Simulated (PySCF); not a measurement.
# From a computed spectrum to the compound

A species of 3 atoms with charge 2 has these harmonic modes (PBE0, small Gaussian bases with core potentials, PySCF 2.14.0):

| cm⁻¹ | km/mol | symmetry |
| --- | --- | --- |
| 76 | 0.5 | a1 |
| 245 | 4.5 | a1 |
| 261 | 26.7 | b2 |

**Question.** Which species is it, and in which structure?

**Answer.** [HfI2]2+ (singlet):
```xyz
3

Hf    0.0000    0.0000   -0.9026
I     2.0372    0.0000    0.6400
I    -2.0372    0.0000    0.6400
```
Ideal gas at 298.15 K and 1 bar: S = 340.0 J/(mol K), Cp = 56.2 J/(mol K), H − H(0 K) = 14.5 kJ/mol (rigid rotor, harmonic modes, spin degeneracy alone). 
 The answer isn't unique; the calculation gave this one.
